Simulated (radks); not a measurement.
Species: Dy. Configuration: [Xe] 4f10 6s2.

All-electron calculation, scalar-relativistic Kohn-Sham, PBE, spin-unpolarised, spherical densities, finite nucleus; Fermi nuclear charge, rms radius 5.2218 fm; hard spherical wall at 5 bohr. Program: a radial shooting solver on a logarithmic mesh with Libxc functionals.

Energy parts (hartree):
part                       energy
total                 -12155.8857
kinetic                13113.6429
electron-nucleus      -29757.4298
Hartree                 4751.0490
exchange-correlation    -263.1478

Orbitals (lengths in bohr, moments of r in powers of bohr; <r^-3> diverges for s and p1/2):
orbital  occ.  eigenvalue (hartree)  <r^-3>   <1/r>
1s          2             -1971.468       -   74.55
2s          2             -328.1802       -   17.33
2p          6             -291.2026   12810   16.09
3s          2             -72.93256       -   6.376
3p          6             -61.57754    2724   5.976
3d         10             -46.96918   364.7   5.668
4s          2             -14.30255       -   2.688
4p          6             -10.56396   610.2   2.465
4d         10              -5.47089   68.34   2.173
4f         10               0.03630   8.937   1.549
5s          2              -1.64796       -   1.015
5p          6              -0.78793   74.94  0.8373
5d          0               0.12234   3.154  0.5145
6s          2               0.07778       -  0.4206
6p          0               0.31141   21.81  0.4188
7s          0               1.12844       -  0.4819

The highest occupied level is 6s at 2.117 eV. The density falls to 0.001 e/bohr^3 at r = 4.35 bohr. The electron density at the nucleus is 7.777e+05 e/bohr^3 (large components only). Summed over all electrons, <r^2> = 58.20 bohr^2, which gives a Langevin (diamagnetic) susceptibility term of -46.1 x 10^-6 cm^3/mol. The pressure on the wall is 27.5 GPa.
